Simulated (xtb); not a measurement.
xtb input (GFN2-xTB):

```bash
xtb mol.xyz --gfn 2 --ohess tight --chrg -1 --uhf 0
```
mol.xyz:
```
6

Si    -1.11599438    -0.07512117    -0.25777222
As     1.17882004    -0.25226708    -0.83604738
H     -1.48826331     1.34784781    -0.44622619
H     -1.44453001    -0.42376461     1.08727900
H      1.37924044    -1.33167829     0.23879442
H      1.59156847     0.72846196     0.20567782
```

Output:

```
           -------------------------------------------------
          |                Calculation Setup                |
           -------------------------------------------------

           -------------------------------------------------
          |                 G F N 2 - x T B                 |
           -------------------------------------------------

        Reference                      10.1021/acs.jctc.8b01176
      * Hamiltonian:
        H0-scaling (s, p, d)           1.850000    2.230000    2.230000
        zeta-weighting                 0.500000
      * Dispersion:
        s8                             2.700000
        a1                             0.520000
        a2                             5.000000
        s9                             5.000000
      * Repulsion:
        kExp                           1.500000    1.000000
        rExp                           1.000000
      * Coulomb:
        alpha                          2.000000
        third order                    shell-resolved
        anisotropic                    true
        a3                             3.000000
        a5                             4.000000
        cn-shift                       1.200000
        cn-exp                         4.000000
        max-rad                        5.000000

          ...................................................
          :                      SETUP                      :
          :.................................................:
          :  # basis functions                  24          :
          :  # atomic orbitals                  22          :
          :  # shells                           10          :
          :  # electrons                        14          :
          :  max. iterations                   250          :
          :  Hamiltonian                  GFN2-xTB          :
          :  restarted?                      false          :
          :  GBSA solvation                  false          :
          :  PC potential                    false          :
          :  electronic temp.          300.0000000     K    :
          :  accuracy                    1.0000000          :
          :  -> integral cutoff          0.2500000E+02      :
          :  -> integral neglect         0.1000000E-07      :
          :  -> SCF convergence          0.1000000E-05 Eh   :
          :  -> wf. convergence          0.1000000E-03 e    :
          :  Broyden damping             0.4000000          :
          :  net charge                         -1          :
          :  unpaired electrons                  0          :
          ...................................................

 iter      E             dE          RMSdq      gap      omega  full diag
   1     -6.2703425 -0.627034E+01  0.195E+01    2.21       0.0  T
   2     -6.2811637 -0.108212E-01  0.895E+00    2.53       1.0  T
   3     -6.2805719  0.591792E-03  0.661E+00    2.05       1.0  T
   4     -6.2841625 -0.359060E-02  0.342E+00    2.20       1.0  T
   5     -6.2841830 -0.205048E-04  0.162E+00    2.53       1.0  T
   6     -6.2855496 -0.136655E-02  0.366E-01    2.40       1.0  T
[...]
           -------------------------------------------------
          |                Geometry Summary                 |
           -------------------------------------------------

      molecular mass/u    :      107.0388563
   center of mass at/Å    :        0.5347262       0.0769138      -0.0315410
  moments of inertia/u·Å² :        0.9158569E+01   0.1218675E+03   0.1224585E+03
rotational constants/cm⁻¹ :        0.1840640E+01   0.1383275E+00   0.1376600E+00

 * 3 selected distances

     #   Z          #   Z                                           value/Å
     1  14 Si       2  33 As                                      2.3151998 (max)
     2  33 As       5   1 H                                       1.5289105
     2  33 As       6   1 H                                       1.5286259 (min)

 * 2 distinct bonds (by element types)

   Z      Z             #   av. dist./Å        max./Å        min./Å
   1 H   33 As          2     1.5287682     1.5289105     1.5286259
  14 Si  33 As          1     2.3151998     2.3151998     2.3151998

           -------------------------------------------------
          |               Frequency Printout                |
           -------------------------------------------------
 projected vibrational frequencies (cm⁻¹)
eigval :       -0.00    -0.00    -0.00    -0.00    -0.00    -0.00
eigval :      152.07   377.51   516.35   570.81   724.16   738.98
eigval :      916.89  1000.24  1497.65  1500.68  1659.10  1670.24
 reduced masses (amu)
   1:  2.55   2: 40.38   3: 33.21   4: 54.57   5: 58.36   6: 67.56   7:  1.87   8: 39.46
   9:  1.10  10:  3.47  11:  4.50  12:  2.94  13:  1.84  14:  2.00  15:  1.85  16:  1.60
  17:  1.97  18:  1.90
 IR intensities (km·mol⁻¹)
   1:  0.08   2: 13.58   3: 13.85   4:  6.37   5:  4.66   6:  1.69   7:  1.46   8:  3.58
   9: 22.11  10:187.39  11: 19.10  12:  2.36  13:225.42  14:366.97  15:******  16:910.99
  17:******  18:893.84
 Raman intensities (Ä⁴*amu⁻¹)
   1:  0.00   2:  0.00   3:  0.00   4:  0.00   5:  0.00   6:  0.00   7:  0.00   8:  0.00
   9:  0.00  10:  0.00  11:  0.00  12:  0.00  13:  0.00  14:  0.00  15:  0.00  16:  0.00
  17:  0.00  18:  0.00
 output can be read by thermo (or use thermo option).
Molecule has the following symmetry elements: (sigma)
It seems to be the Cs point group
 writing <g98.out> molden fake output.
 recommended (thermochemical) frequency scaling factor: 1.0
           -------------------------------------------------
          |             Thermodynamic Functions             |
           -------------------------------------------------

cs  symmetry found (for desy threshold:  0.10E+00) used in thermo

          ...................................................
          :                      SETUP                      :
          :.................................................:
          :  # frequencies                          12      :
          :  # imaginary freq.                       0      :
          :  linear?                             false      :
          :  only rotor calc.                    false      :
          :  symmetry                               cs      :
          :  rotational number                       1      :
          :  scaling factor                  1.0000000      :
          :  rotor cutoff                   50.0000000 cm⁻¹ :
          :  imag. cutoff                  -20.0000000 cm⁻¹ :
          :.................................................:

    mode    ω/cm⁻¹     T·S(HO)/kcal·mol⁻¹    T·S(FR)/kcal·mol⁻¹   T·S(vib)
   ------------------------------------------------------------------------
       1    152.07    -0.78895 ( 98.84%)    -0.72664 (  1.16%)    -0.78823
   ------------------------------------------------------------------------

   temp. (K)  partition function   enthalpy   heat capacity  entropy
                                   cal/mol     cal/K/mol   cal/K/mol   J/K/mol
 298.15  VIB   2.90                 1044.319      8.344      5.616
         ROT  0.282E+05              888.752      2.981     23.347
         INT  0.819E+05             1933.071     11.325     28.963
         TR   0.107E+28             1481.254      4.968     39.903
         TOT                        3414.3250    16.2933    68.8657   288.1340

       T/K    H(0)-H(T)+PV         H(T)/Eh          T*S/Eh         G(T)/Eh
   ------------------------------------------------------------------------
    298.15    0.544107E-02    0.312406E-01    0.327203E-01   -0.147973E-02
   ------------------------------------------------------------------------

         :::::::::::::::::::::::::::::::::::::::::::::::::::::
         ::                  THERMODYNAMIC                  ::
         :::::::::::::::::::::::::::::::::::::::::::::::::::::
         :: total free energy          -6.273862311411 Eh   ::
         ::.................................................::
         :: total energy               -6.272382581179 Eh   ::
         :: zero point energy           0.025799502290 Eh   ::
         :: G(RRHO) w/o ZPVE           -0.027279232523 Eh   ::
         :: G(RRHO) contrib.           -0.001479730232 Eh   ::
         :::::::::::::::::::::::::::::::::::::::::::::::::::::

optimized geometry written to: xtbopt.xyz

           -------------------------------------------------
          | TOTAL ENERGY               -6.272382581179 Eh   |
          | TOTAL ENTHALPY             -6.241142005600 Eh   |
          | TOTAL FREE ENERGY          -6.273862311411 Eh   |
          | GRADIENT NORM               0.000027353391 Eh/α |
          | HOMO-LUMO GAP               3.173873449140 eV   |
           -------------------------------------------------

------------------------------------------------------------------------
------------------------------------------------------------------------
 total:
 SCF:
 ANC optimizer:
 analytical hessian:
Note: The following floating-point exceptions are signalling: IEEE_UNDERFLOW_FLAG IEEE_DENORMAL
normal termination of xtb
```

It need not be the lowest isomer of its formula. Whether it binds its extra electron was not tested at this geometry.
